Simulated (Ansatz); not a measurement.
Basis-set extrapolation for C₂H₁₀B₂Si, SMILES `CBB(C)[SiH3]` (PBE0-D4/def2-TZVP geometry, frozen core, Ansatz). Multiplicity 1, RHF reference.

```tsv
	def2-TZVPP	def2-QZVPP
HF	-419.880463	-419.895528
MP2 correlation	-0.680715	-0.724377
CCSD(T) correlation	-0.782942	not run
```

Energies in hartree. Use E(X) = E(∞) + A·exp(−7.88·√X) for Hartree–Fock and E(X) = E(∞) + B·X^(−2.97) for correlation, with X = 3 and 4, and add CCSD(T) minus MP2 of the smaller set to the MP2 limit.

Q: What is the CCSD(T) energy at the basis-set limit?

A: HF limit: -419.895528 + (-0.015065) × 0.13774 = -419.89760. MP2 limit: -0.724377 + (-0.043662) × 0.74074 = -0.75672. Higher-order term: -0.782942 − (-0.680715) = -0.10223. Total: -420.75655 hartree, 244.6 kJ/mol below CCSD(T)/def2-TZVPP.
